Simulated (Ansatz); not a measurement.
`BSB` + H₂Te → `B[TeH]` + `BS` at 600 K and 1 bar (ligand exchange at a B–S bond).

Calculated with Ansatz (gas phase, PBE0-D4/def2-TZVP geometries, no zero-point term in ΔE). CCSD(T)/CBS is the MP2 limit (def2-TZVPP, def2-QZVPP) plus CCSD(T) − MP2 in def2-TZVPP, frozen cores. This one scheme is used for every species. def2 core potentials past Kr. For Te outer-core shells are correlated without core-valence functions, which leaves a few kJ/mol of doubt a bond.

```tsv
species	CCSD(T)/CBS energy (Eh)	H − E (kJ/mol)	S (J/(mol·K))
`BSB`	-449.77944	155.3	334.5
H₂Te	-268.91024	52.9	255.0
`B[TeH]`	-294.31292	103.0	312.8
`BS`	-424.38198	108.7	286.1
```

H − E and S are ideal-gas, rigid-rotor, harmonic terms from PBE0-D4/def2-TZVP. 1 Eh = 2625.50 kJ/mol, R = 8.31446 J/(mol·K).

Problem. By hand: ΔE, ΔH, ΔS and ΔG.

Solution. ΔE = (-294.31292) + (-424.38198) − (-449.77944) − (-268.91024) = -0.00522 Eh = -13.7 kJ/mol. Δ(H − E) = 103.0 + 108.7 − 155.3 − 52.9 = 3.5, so ΔH = -10.2 kJ/mol. ΔS = 312.8 + 286.1 − 334.5 − 255.0 = 9.4 J/(mol·K). ΔG = -10.2 − 600 × (9.4)/1000 = -15.8 kJ/mol.

Problem. By hand: the equilibrium constant, and the temperature at which ΔG would vanish if ΔH and ΔS stayed fixed.

Solution. log₁₀ K = −ΔG/(RT ln 10) = 1.4. ΔH and −TΔS have one sign here, so there is no such temperature.

TΔS isn't small against ΔH here. A doubt of 5 kJ/mol in ΔE shifts log₁₀ K by 0.4 here. These are equilibria of isolated gas molecules and say nothing of rates. Largest T1 diagnostic: 0.015 (customary marks: 0.02 for closed shells, 0.045 for open ones).
